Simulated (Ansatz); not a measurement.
Ideal-gas functions of `FC(F)(F)[O][GeH3]` at 500 K and 1 bar, from an Ansatz frequency run at PBE0-D4/def2-TZVP.

Molar mass 160.64 g/mol, point group C1 (symmetry number 1), electronic degeneracy 1, moments of inertia 94.899, 412.637, 413.031 u Å². Harmonic wavenumbers (cm⁻¹, unscaled): 44, 81, 132, 349, 429, 507, 592, 605, 654, 692, 737, 850, 867, 873, 967, 1161, 1227, 1342, 2193, 2204, 2221.

Use S(trans) = R[1.5 ln M + 2.5 ln T − 1.1517]; rotational temperatures θ = 24.2544 K / I; S(rot) = R[ln(√π/σ · √(T³/θAθBθC)) + 1.5]; for each mode x = 1.438777 ν̃/T, S = R[x/(eˣ − 1) − ln(1 − e⁻ˣ)] and H = RT x/(eˣ − 1); 1 cm⁻¹ = 0.0119627 kJ/mol; R = 8.31446 J/(mol·K).

Question: By hand: the entropy, in J/(mol·K).

Answer: Translation 182.9. Rotation: θ = 0.2556, 0.0588, 0.0587 K, giving 124.0. Vibration, mode by mode: 25.50, 20.44, 16.41, 8.62, 7.07, 5.87, 4.82, 4.68, 4.18, 3.84, 3.47, 2.68, 2.58, 2.55, 2.06, 1.32, 1.13, 0.87, 0.11, 0.11, 0.10, in all 118.4. Electronic 0.0. Sum 425.3 J/(mol·K).

Question: By hand: H − E and G − E in kJ/mol, counted from the electronic energy.

Answer: Zero-point energy ½ × 18727 × 0.0119627 = 112.0; thermal vibration 29.4; translation, rotation and pV give 4 RT = 16.6. H − E = 158.0 kJ/mol, and G − E = 158.0 − 500 × 425.3/1000 = -54.7 kJ/mol.

Vibration gives 28 % of the entropy, 62.4 J/(mol·K) of it from the modes under 150 cm⁻¹: soft modes count most, and the harmonic formula is weakest for them. The sum counts one conformer and one mirror image; others add a mixing term.
